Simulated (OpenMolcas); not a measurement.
Ne2+: the spin-orbit constant, Slater's ratio, worked from levels

```yaml
Program: OpenMolcas
Basis: ANO-RCC-VTZP [4s3p2d1f]
Scalar_Hamiltonian: DKH2, point nucleus
Active_space: 4 electrons in 3 orbitals (2p)
State_averaging: 2S+1 = 3 even, 3 roots; 2S+1 = 1 even, 6 roots
Spin-orbit_coupling: RASSI with atomic mean-field integrals over the reference wave functions, term energies averaged over their components
```

Methods: CASSCF; SS-CASPT2, IPEA 0.25 Eh, imaginary shift 0.1 Eh (closed shells correlated: 1s 2s). Measured levels: Moore, Atomic Energy Levels, vol. I, NSRDS-NBS 35 (1971 reprint of NBS Circular 467, 1949).

**The spin-orbit constant.** For the Hund term 3P of p4, E(J) = (A/2) J(J+1) + constant and ζ = -2S·A = -2A. From J = 0 to J = 2 the energy changes by 3 A.

| Source | E(2) - E(0) | A | ζ |
| --- | --- | --- | --- |
| CASSCF | -887.3 | -295.8 | 592 |
| SS-CASPT2 | -885.9 | -295.3 | 591 |
| measured | -927.0 | -309.0 | 618 |

All in cm-1. SS-CASPT2 is off by -4.4 % and CASSCF by -4.3 %. Both methods take the spin-orbit matrix elements from the reference wave functions, so the second can move ζ only through the term energies and any multistate remixing. Second-order mixing with other terms is absorbed into this ζ.

**Slater's ratio.** With one set of orbitals, p4 has 1D - 3P = 6 F2 and 1S - 1D = 9 F2 (F2 = F²/25), a ratio of 3/2. Term energies are centres of gravity, weighted by 2J + 1.

| Source | 1D - 3P | 1S - 3P | F2 from the first | Ratio |
| --- | --- | --- | --- | --- |
| CASSCF | 27569 | 68691 | 4595 | 1.492 |
| SS-CASPT2 | 25919 | 58472 | 4320 | 1.256 |
| measured | 25521 | 55427 | 4254 | 1.172 |

Energies in cm-1. A ratio away from 3/2 shows effects beyond one configuration with one set of orbitals, and in heavier atoms second-order spin-orbit shifts.

CASPT2 does not keep the components of a term degenerate, so their means are used; among the terms shown or strongly mixed into the levels shown the widest spread is 48 cm-1 (2s2 2p4 1D, SS-CASPT2). With the s shell closed, the reference lacks s² → p² mixing. Computed and measured levels are paired by configuration, term and J; levels that our copy of the source lacks, or whose pairing is in doubt (as where it misses far off the trend of its configuration), stay unpaired and out of the deviations. Only configurations of the active space appear.
